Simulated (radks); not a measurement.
Spherical quantum dot in the effective-mass picture: electrons in a parabolic well V = omega^2 r^2 / 2 with omega = 0.0793, all in effective atomic units (hartree* = m*/eps^2 hartree, bohr* = eps/m* bohr), one dielectric constant everywhere. Calculated with a radial shooting solver with Libxc functionals: non-relativistic Kohn-Sham, LDA (Slater exchange, Perdew-Wang correlation), spin-polarised, spherical densities. Levels are named by radial order and angular momentum (1s, 1p, 1d, 2s, ...), and open shells are averaged over m. Results are scaled to m* = 0.039 and eps = 9.8, for which hartree* = 11.05 meV and bohr* = 13.3 nm.

N = 22, configuration 1s2 1p6 1d10 2s2 1f(up 2, down 0). This is the lowest configuration that the search found (a dilute case). Occupied and some empty levels:

level,occupation,eigenvalue (meV),<r> (nm)
1s up,1,22.723,134.0
1s down,1,22.750,131.4
1p up,3,22.861,148.7
1p down,3,22.895,147.6
1d up,5,23.062,158.8
1d down,5,23.098,158.4
2s up,1,23.263,113.4
2s down,1,23.277,114.7
1f up,2,23.315,166.8
1f down,0,23.353,166.8
2p up,0,23.596,131.7
2p down,0,23.612,131.9
1g up,0,23.615,173.7
1g down,0,23.654,173.9
2d up,0,23.954,146.3
2d down,0,23.973,146.2

Energy (meV): total 301.471, kinetic 9.8004, external 104.65, Hartree 213.01, exchange-correlation -25.988.

Electron density:

r (nm),n(r) (e/nm^3)
14.0,9.474e-07
37.5,8.148e-07
61.0,6.507e-07
84.4,5.752e-07
108,6.419e-07
131,7.683e-07
155,7.640e-07
178,5.199e-07
202,2.099e-07
225,4.588e-08
249,5.247e-09
272,3.260e-10
296,1.085e-11
